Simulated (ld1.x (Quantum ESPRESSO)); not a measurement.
Pb (Z = 82): PAW pseudisation with PBEsol, scalar-relativistic reference atom.

- Element: Pb (Z = 82)
- Generator: ld1.x (Quantum ESPRESSO) 7.5
- Type: PAW
- Functional: PBEsol
- Relativity: scalar-relativistic
- Frozen core: [Xe] 4f14
- Valence charge: 14
- Reference configuration: 5d10 6s1.75 6p2.25
- Partial waves: 6s (bound): rcut 1.45, rcutus 1.85 bohr; 6s channel at 1.55 Ry: rcut 1.45, rcutus 1.85 bohr; 6p (bound): rcut 2.70, rcutus 2.85 bohr; 6p channel at 0.4 Ry: rcut 2.70, rcutus 2.85 bohr; 5d (bound): rcut 1.65, rcutus 1.75 bohr; 5d channel at 0.9 Ry: rcut 1.65, rcutus 1.75 bohr
- Local potential: all-electron potential smoothed inside 2.70 bohr (lloc = -1)
- Core correction: Bessel-smoothed model core inside 1.65 bohr
- Augmentation charge: BESSEL, radius 1.50 bohr

Poles of the logarithmic derivatives, all-electron (AE) and pseudo (PS). s: poles at -0.4 (AE) and -0.4 (PS) Ry. p: poles at 0.9 (AE) and 0.9 (PS) Ry. d: poles at -1.5, 3.0 (AE) and -1.5, 3.0 (PS) Ry. Test radius 3.12 bohr.

* Cutoffs needed: 40 Ry and 70 Ry (the cutoffs (Ry, on a coarse ladder) from which the occupation-weighted sum of valence levels, in a spherical-Bessel basis at the reference potential, stays within 10 and 1 mRy of its value at 400 Ry)
* Ghost test: no extra level below or beside the all-electron valence levels (s, p, d, f tested) (spherical-Bessel basis up to 400 Ry, 20 bohr box)
* Largest excitation error: -53 meV (all-electron minus pseudo) for 5d10 6s0 6p0, out of 7 test configurations
* Lowest eigenvalue of the overlap operator: 0.29 (d channel)
